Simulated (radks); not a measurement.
Hf2+, configuration [Kr] 4d10 4f14 5s1 5p6 5d2 6d1 (not the ground configuration).

Method: scalar-relativistic Kohn-Sham, BLYP, spin-unpolarised, spherical densities, point nucleus; computed with a radial shooting solver on a logarithmic mesh with Libxc functionals.

Energy parts (eV):
| part | energy |
|---|---|
| total | -410222.60 |
| kinetic | 449547.98 |
| electron-nucleus | -1010298.73 |
| Hartree | 158899.13 |
| exchange-correlation | -8371.00 |

Orbitals (lengths in bohr, moments of r in powers of bohr; <r^-3> diverges for s and p1/2; r(max) is where P^2 peaks):
| orbital | occ. | eigenvalue (eV) | <1/r> | r(max) | <r^4> | <r^-3> |
|---|---|---|---|---|---|---|
| 1s | 2 | -65322.13 | 83.85 | 0.01190 | 6.615e-07 | - |
| 2s | 2 | -11192.86 | 19.57 | 0.06805 | 0.0001006 | - |
| 2p | 6 | -9830.920 | 17.85 | 0.05566 | 0.00007813 | 17790 |
| 3s | 2 | -2569.842 | 7.240 | 0.1921 | 0.003730 | - |
| 3p | 6 | -2163.065 | 6.712 | 0.1898 | 0.003986 | 3925 |
| 3d | 10 | -1681.784 | 6.351 | 0.1546 | 0.003093 | 510.2 |
| 4s | 2 | -538.1668 | 3.067 | 0.4373 | 0.08912 | - |
| 4p | 6 | -404.7671 | 2.792 | 0.4582 | 0.1188 | 899.9 |
| 4d | 10 | -232.4282 | 2.475 | 0.4710 | 0.1794 | 99.20 |
| 4f | 14 | -42.3815 | 1.931 | 0.4543 | 0.8162 | 15.72 |
| 5s | 1 | -91.6987 | 1.187 | 1.010 | 2.943 | - |
| 5p | 6 | -59.4285 | 0.9995 | 1.147 | 5.735 | 125.9 |
| 5d | 2 | -23.1800 | 0.6721 | 1.544 | 30.69 | 6.987 |
| 6d | 1 | -8.2985 | 0.2496 | 4.809 | 1296 | 1.126 |

The highest occupied level is 6d at -8.298 eV. The density falls to 0.001 e/bohr^3 at r = 4.69 bohr. Summed over all electrons, <r^2> = 65.89 bohr^2, which gives a Langevin (diamagnetic) susceptibility term of -52.2 x 10^-6 cm^3/mol.
